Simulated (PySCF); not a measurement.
**Two-photon absorption: `InChI=1S/C7H8O2/c8-5-6-2-1-3-7(9)4-6/h1-4,8-9H,5H2`**

Molfile (atoms numbered from 1):
```
C7H8O2
     RDKit          3D

 17 17  0  0  0  0  0  0  0  0999 V2000
   -3.0905    0.3135    0.1260 O   0  0  0  0  0  0  0  0  0  0  0  0
   -2.1421   -0.6014   -0.3426 C   0  0  0  0  0  0  0  0  0  0  0  0
   -0.7125   -0.1515   -0.1563 C   0  0  0  0  0  0  0  0  0  0  0  0
   -0.4047    1.2131   -0.1124 C   0  0  0  0  0  0  0  0  0  0  0  0
    0.9188    1.6188    0.0359 C   0  0  0  0  0  0  0  0  0  0  0  0
    1.9433    0.6808    0.1376 C   0  0  0  0  0  0  0  0  0  0  0  0
    1.6389   -0.6838    0.0939 C   0  0  0  0  0  0  0  0  0  0  0  0
    2.5839   -1.6425    0.1945 O   0  0  0  0  0  0  0  0  0  0  0  0
    0.3102   -1.0928   -0.0480 C   0  0  0  0  0  0  0  0  0  0  0  0
   -2.9057    0.4736    1.0582 H   0  0  0  0  0  0  0  0  0  0  0  0
   -2.2685   -1.6051    0.1108 H   0  0  0  0  0  0  0  0  0  0  0  0
   -2.3443   -0.7251   -1.4204 H   0  0  0  0  0  0  0  0  0  0  0  0
   -1.2114    1.9433   -0.1971 H   0  0  0  0  0  0  0  0  0  0  0  0
    1.1626    2.6836    0.0711 H   0  0  0  0  0  0  0  0  0  0  0  0
    2.9822    1.0043    0.2562 H   0  0  0  0  0  0  0  0  0  0  0  0
    3.4474   -1.2270    0.2892 H   0  0  0  0  0  0  0  0  0  0  0  0
    0.0958   -2.1643   -0.0668 H   0  0  0  0  0  0  0  0  0  0  0  0
  1  2  1  0
  2  3  1  0
  3  4  2  0
  4  5  1  0
  5  6  2  0
  6  7  1  0
  7  8  1  0
  7  9  2  0
  9  3  1  0
  1 10  1  0
  2 11  1  0
  2 12  1  0
  4 13  1  0
  5 14  1  0
  6 15  1  0
  8 16  1  0
  9 17  1  0
M  END
```

Computed, not measured: TDDFT CAM-B3LYP/aug-cc-pVDZ excited states, vertical, gas phase (PySCF 2.14.0). Geometry: PBE0-D3(BJ)/def2-SVP.

Task: How strongly do the lowest singlets absorb one photon, and two photons of half the energy?

Result: δ for parallel linear polarisation; σ at the peak of a Lorentzian of half width 0.1 eV, single beam; Ω is circular over linear.
```tsv
state	E (eV)	f	photon λ (nm)	δ (au)	σ (GM)	Ω	main
S1	5.07	0.039	489	3.82	0.04	1.44	HOMO→LUMO+2 0.56, HOMO→LUMO+1 0.19
S2	5.49	0.000	452	4.54	0.05	1.40	HOMO→LUMO 0.87
S3	5.79	0.012	428	29.8	0.37	0.43	HOMO→LUMO+5 0.46, HOMO−1→LUMO+2 0.23
S4	6.06	0.007	409	105	1.41	1.00	HOMO→LUMO+1 0.50, HOMO→LUMO+2 0.17
S5	6.29	0.005	395	38.3	0.55	1.50	HOMO→LUMO+3 0.51, HOMO−1→LUMO 0.31
S6	6.35	0.036	390	67	0.99	1.04	HOMO−1→LUMO 0.41, HOMO→LUMO+3 0.27
```

Among these, the strongest one-photon state is S1, the strongest two-photon state S4, with a dipole change of 5.9 D (relaxed, norm of the difference vector).
